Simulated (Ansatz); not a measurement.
`[BH2][AlH][SbH2]` + HI → `[SbH2][I]` + `[BH2][AlH2]` at 400 K and 1 bar (cleavage of the Sb–Al bond).

Program: Ansatz. Geometries: PBE0-D4/def2-TZVP. ΔE: electronic, gas phase. CCSD(T)/CBS adds triple-zeta CCSD(T) − MP2 to the extrapolated MP2 energy (def2 sets, frozen cores). This one scheme is used for every species. Elements past krypton have def2 core potentials. For I, Sb outer-core shells are correlated without core-valence functions, which leaves a few kJ/mol of doubt a bond.

| species | CCSD(T)/CBS energy (Eh) | H − E (kJ/mol) | S (J/(mol·K)) |
| --- | --- | --- | --- |
| `[BH2][AlH][SbH2]` | -509.77411 | 135.7 | 385.2 |
| HI | -298.03592 | 25.7 | 215.0 |
| `[SbH2][I]` | -538.67582 | 54.7 | 314.7 |
| `[BH2][AlH2]` | -269.14094 | 105.2 | 282.1 |

H − E and S are ideal-gas, rigid-rotor, harmonic terms from PBE0-D4/def2-TZVP, for one conformer and one mirror image of each species. 1 Eh = 2625.50 kJ/mol, R = 8.31446 J/(mol·K).

**Question.** By hand: ΔE, ΔH, ΔS and ΔG.

**Answer.** ΔE = (-538.67582) + (-269.14094) − (-509.77411) − (-298.03592) = -0.00673 Eh = -17.7 kJ/mol. Δ(H − E) = 54.7 + 105.2 − 135.7 − 25.7 = -1.5, so ΔH = -19.2 kJ/mol. ΔS = 314.7 + 282.1 − 385.2 − 215.0 = -3.4 J/(mol·K). ΔG = -19.2 − 400 × (-3.4)/1000 = -17.8 kJ/mol.

**Question.** By hand: the equilibrium constant, and the temperature at which ΔG would vanish if ΔH and ΔS stayed fixed.

**Answer.** log₁₀ K = −ΔG/(RT ln 10) = 2.3. ΔG = 0 at ΔH/ΔS = 5647 K, far beyond where these terms or the molecules hold.

The number of gas molecules stays the same, so ΔS is small and ΔH decides. A doubt of 5 kJ/mol in ΔE shifts log₁₀ K by 0.7 here. Other conformers and mirror images would add mixing entropy, several J/(mol·K) or more a flexible species. These are equilibria of isolated gas molecules and say nothing of rates. Largest T1 diagnostic: 0.014 (customary marks: 0.02 for closed shells, 0.045 for open ones).
